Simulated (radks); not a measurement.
Ce11+, configuration [Kr] 4d10 5s1 (the NIST ground configuration). All-electron calculation, Dirac Kohn-Sham, relativistic LDA (MacDonald-Vosko exchange, VWN5 correlation), spin-unpolarised, spherical densities, finite nucleus; Fermi nuclear charge, rms radius 4.8771 fm. Program: a radial shooting solver on a logarithmic mesh with Libxc functionals.

Unscreened Slater integrals over Kohn-Sham orbitals (eV). Large and small components are both included.

\begin{tabular}{lr}
integral & value \\ \hline
F0(5s1/2,5s1/2) & 18.634 \\
F0(5s1/2,4d5/2) & 22.300 \\
G2(5s1/2,4d5/2) & 2.7674 \\
F0(5s1/2,4d3/2) & 22.349 \\
G2(5s1/2,4d3/2) & 2.6970 \\
F0(5s1/2,4p3/2) & 22.587 \\
G1(5s1/2,4p3/2) & 2.0718 \\
F0(4d5/2,4d5/2) & 33.798 \\
F2(4d5/2,4d5/2) & 17.279 \\
F4(4d5/2,4d5/2) & 11.601 \\
F0(4d5/2,4d3/2) & 33.995 \\
F2(4d5/2,4d3/2) & 17.367 \\
G2(4d5/2,4d3/2) & 17.340 \\
G4(4d5/2,4d3/2) & 11.643 \\
F0(4d5/2,4p3/2) & 34.931 \\
F2(4d5/2,4p3/2) & 17.991 \\
G1(4d5/2,4p3/2) & 22.835 \\
G3(4d5/2,4p3/2) & 14.338 \\
F0(4d3/2,4d3/2) & 34.196 \\
F2(4d3/2,4d3/2) & 17.462 \\
F0(4d3/2,4p3/2) & 35.149 \\
F2(4d3/2,4p3/2) & 18.107 \\
G1(4d3/2,4p3/2) & 22.942 \\
G3(4d3/2,4p3/2) & 14.419 \\
F0(4p3/2,4p3/2) & 36.227 \\
F2(4p3/2,4p3/2) & 19.018 \\
\end{tabular}
